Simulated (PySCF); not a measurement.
A structure optimised at B3LYP-D3(BJ)/def2-SVP, used in a PySCF frequency run:

```xyz
9

Cd     0.0804    -0.3283     0.0000
O      0.5204     1.6012     0.0000
C     -0.4503     2.6088     0.0000
H     -1.1134     2.5943    -0.8918
H      0.0535     3.5953     0.0000
H     -1.1134     2.5943     0.8918
N     -0.4308    -2.2777     0.0000
H     -0.0660    -2.7723    -0.8165
H     -0.0660    -2.7723     0.8165
```

### Question
Write its SMILES, formula and point group.

### Answer
C[O][Cd][NH2], CH₅CdNO, Cs

### Question
What are its rotational constants (standard atomic weights)?

### Answer
32.881, 2.0037, 1.9311 GHz
